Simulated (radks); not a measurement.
Values are calculated unless marked as measured or tabulated.
Problem. Nd, 60 electrons, occupied as [Xe] 4f4 6s2. Level of theory: Dirac Kohn-Sham, PBE, spin-unpolarised, spherical densities, point nucleus; open shells fill j = l - 1/2 first (a radial shooting solver on a logarithmic mesh with Libxc functionals). Some entries of the table are withheld. Estimate them.

orbital,occ.,eigenvalue (eV),r(max) (bohr)
1s1/2,2,-43363.03,0.01509
2s1/2,2,-7010.213,0.08565
2p1/2,2,-6631.633,0.06508
2p3/2,4,-6111.550,0.07053
3s1/2,2,-1520.627,0.2439
3p1/2,2,-1359.061,0.2308
3p3/2,4,-1255.237,0.2425
3d3/2,4,-974.0881,0.1941
3d5/2,6,-951.6472,0.1974
4s1/2,2,-302.2425,0.5655
4p1/2,2,-241.2872,0.5731
4p3/2,4,-218.7870,0.5981
4d3/2,4,-118.6739,0.6142
4d5/2,6,-114.7000,0.6224
5s1/2,2,-40.3409,1.322
5p1/2,2,-24.1425,1.450
5p3/2,4,-21.1286,1.523
6s1/2,2,(1),3.801
4f5/2,4,(2),0.6606
4f7/2,0,(3),0.6658

Solution. 
(1) 6s1/2 eigenvalue (eV): -3.4970
(2) 4f5/2 eigenvalue (eV): -1.8392
(3) 4f7/2 eigenvalue (eV): -1.4393
